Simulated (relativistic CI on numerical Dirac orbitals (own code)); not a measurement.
## Pd3+: 4s photoemission

Computed with this model: Dirac-Coulomb-Breit CI, KLI orbitals optimised for each configuration, a model potential for QED, multiplet model of photoemission in the sudden approximation, unscaled Slater integrals; configurations [Kr] 4d7 → [Ar] 3d10 4s 4p6 4d7; 300 K; Lorentzian 2 eV and Gaussian 0.6 eV FWHM. Energies are those of the free ion, without screening or charge transfer. The energies are binding energies and can lie tens of eV above those of solids. Without intra-shell correlation the exchange splitting of an s hole comes out too large, often by half or more. S is read from ⟨S²⟩ = S(S + 1).

Field parameters in Wybourne normalisation: D3d B²₀ = −7Dσ, B⁴₀ = −14Dq − 21Dτ, B⁴₃ = −14√(10/7) Dq. The field is a parameter set, without covalency.

Computed curve for free ion, scaled to 100 at the maximum (points under 2 are left out and the grid is thinned):

```json
{"Energy (eV)": "132.4", "Intensity": "2.0"}
{"Energy (eV)": "132.8", "Intensity": "2.2"}
{"Energy (eV)": "133.2", "Intensity": "2.5"}
{"Energy (eV)": "133.6", "Intensity": "2.8"}
{"Energy (eV)": "134.0", "Intensity": "3.1"}
{"Energy (eV)": "134.2", "Intensity": "3.3"}
{"Energy (eV)": "134.6", "Intensity": "3.8"}
{"Energy (eV)": "135.0", "Intensity": "4.4"}
{"Energy (eV)": "135.4", "Intensity": "5.1"}
{"Energy (eV)": "135.8", "Intensity": "6.0"}
{"Energy (eV)": "136.2", "Intensity": "7.2"}
{"Energy (eV)": "136.6", "Intensity": "8.8"}
{"Energy (eV)": "137.0", "Intensity": "11.0"}
{"Energy (eV)": "137.2", "Intensity": "12.4"}
{"Energy (eV)": "137.6", "Intensity": "16.1"}
{"Energy (eV)": "138.0", "Intensity": "21.6"}
{"Energy (eV)": "138.4", "Intensity": "30.2"}
{"Energy (eV)": "138.8", "Intensity": "43.7"}
{"Energy (eV)": "139.2", "Intensity": "63.7"}
{"Energy (eV)": "139.6", "Intensity": "86.9"}
{"Energy (eV)": "140.0", "Intensity": "100.0"}
{"Energy (eV)": "140.4", "Intensity": "91.6"}
{"Energy (eV)": "140.6", "Intensity": "81.2"}
{"Energy (eV)": "141.0", "Intensity": "58.3"}
{"Energy (eV)": "141.4", "Intensity": "40.3"}
{"Energy (eV)": "141.8", "Intensity": "28.6"}
{"Energy (eV)": "142.2", "Intensity": "21.2"}
{"Energy (eV)": "142.6", "Intensity": "16.6"}
{"Energy (eV)": "143.0", "Intensity": "13.8"}
{"Energy (eV)": "143.4", "Intensity": "12.0"}
{"Energy (eV)": "143.6", "Intensity": "11.5"}
{"Energy (eV)": "144.0", "Intensity": "10.9"}
{"Energy (eV)": "144.4", "Intensity": "10.7"}
{"Energy (eV)": "144.8", "Intensity": "10.6"}
{"Energy (eV)": "145.2", "Intensity": "10.9"}
{"Energy (eV)": "145.6", "Intensity": "11.8"}
{"Energy (eV)": "146.0", "Intensity": "13.7"}
{"Energy (eV)": "146.4", "Intensity": "17.2"}
{"Energy (eV)": "146.6", "Intensity": "19.7"}
{"Energy (eV)": "147.0", "Intensity": "27.1"}
{"Energy (eV)": "147.4", "Intensity": "38.2"}
{"Energy (eV)": "147.8", "Intensity": "50.6"}
{"Energy (eV)": "148.2", "Intensity": "57.0"}
{"Energy (eV)": "148.6", "Intensity": "52.3"}
{"Energy (eV)": "149.0", "Intensity": "41.0"}
{"Energy (eV)": "149.4", "Intensity": "29.5"}
{"Energy (eV)": "149.8", "Intensity": "20.7"}
{"Energy (eV)": "150.0", "Intensity": "17.4"}
{"Energy (eV)": "150.4", "Intensity": "12.7"}
{"Energy (eV)": "150.8", "Intensity": "9.6"}
{"Energy (eV)": "151.2", "Intensity": "7.5"}
{"Energy (eV)": "151.6", "Intensity": "6.0"}
{"Energy (eV)": "152.0", "Intensity": "4.9"}
{"Energy (eV)": "152.4", "Intensity": "4.2"}
{"Energy (eV)": "152.8", "Intensity": "3.5"}
{"Energy (eV)": "153.0", "Intensity": "3.3"}
{"Energy (eV)": "153.4", "Intensity": "2.9"}
{"Energy (eV)": "153.8", "Intensity": "2.5"}
{"Energy (eV)": "154.2", "Intensity": "2.2"}
{"Energy (eV)": "154.6", "Intensity": "2.0"}
```

The ground state has S = 1.48, and the centroid lies at 143.07 eV.
